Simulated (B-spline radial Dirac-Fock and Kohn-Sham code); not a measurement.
Ionisation of each subshell: Ir¹¹⁺

System: the Ir¹¹⁺ ion, configuration [Kr] 4d10 4f14 5s2 5p4; nuclear rms radius 5.4032 fm (A = 193).

Method: relaxed Dirac-Fock hole states (ΔSCF) with Breit and QED corrections and a finite nucleus. Computed with a radial finite-basis atomic code. The model has no electron correlation. Energies are counted from the vacuum level. Subshells whose hole state is unreliable or did not converge are left out.

All terms are in eV, carry their sign (relaxation lowers the binding energy) and add up to the binding energy; ⟨r⟩ is the mean radius of the orbital in the initial state.

| subshell | −ε (Koopmans) | relaxation | Gaunt | retardation | self-energy | vacuum polarisation | binding energy | ⟨r⟩ (bohr) |
| --- | --- | --- | --- | --- | --- | --- | --- | --- |
| K | 76807.5 | -84.52 | -288.14 | 26.58 | -171.58 | 34.03 | 76323.8 | 0.017 |
| L1 | 13739.7 | -48.36 | -32.04 | 2.30 | -25.20 | 4.70 | 13641.1 | 0.073 |
| L2 | 13142.6 | -53.00 | -55.00 | 5.81 | -0.45 | 0.25 | 13040.2 | 0.060 |
| L3 | 11511.8 | -49.58 | -37.39 | 8.07 | -1.95 | -0.17 | 11430.8 | 0.069 |
| M1 | 3426.6 | -25.00 | -5.87 | 0.38 | -5.82 | 1.06 | 3391.3 | 0.189 |
| M2 | 3160.4 | -26.09 | -10.33 | 0.96 | -0.22 | 0.06 | 3124.8 | 0.180 |
| M3 | 2798.0 | -24.28 | -6.70 | 1.54 | -0.49 | -0.05 | 2768.0 | 0.195 |
| M4 | 2359.9 | -27.10 | -4.51 | 0.42 | 0.42 | -0.05 | 2329.1 | 0.171 |
| M5 | 2282.3 | -26.45 | -3.07 | 0.45 | 0.21 | -0.05 | 2253.4 | 0.175 |
| N1 | 916.2 | -7.79 | -1.27 | 0.09 | -1.42 | 0.26 | 906.0 | 0.423 |
| N2 | 802.6 | -7.67 | -2.23 | 0.21 | -0.03 | 0.01 | 792.9 | 0.427 |
| N4 | 529.7 | -6.50 | -0.67 | 0.06 | 0.11 | -0.01 | 522.7 | 0.470 |
| N5 | 513.4 | -6.16 | -0.36 | 0.07 | 0.06 | -0.01 | 507.0 | 0.481 |
| N6 | 274.7 | -5.79 | 0.09 | -0.04 | 0.08 | -0.01 | 269.0 | 0.513 |
| N7 | 271.4 | -5.61 | 0.21 | -0.03 | 0.06 | -0.01 | 266.0 | 0.520 |
| O1 | 291.0 | -0.75 | -0.27 | 0.02 | -0.30 | 0.06 | 289.8 | 0.936 |
| O2,3 | 240.3 | -0.58 | -0.31 | 0.06 | -0.01 | 0.00 | 239.4 | 1.052 |

For the deepest level, K (1s), the Breit terms make up -0.343 % of the binding energy, QED -0.180 % and orbital relaxation -0.111 %.

Going to the tabulated ground configuration of the next ion removes an electron from O2,3 (5p), computed at 239.4 eV. NIST lists 240 ± 12 eV as the ionisation energy of this species (theoretical), +0.56 eV from the computed value, within the stated uncertainty.
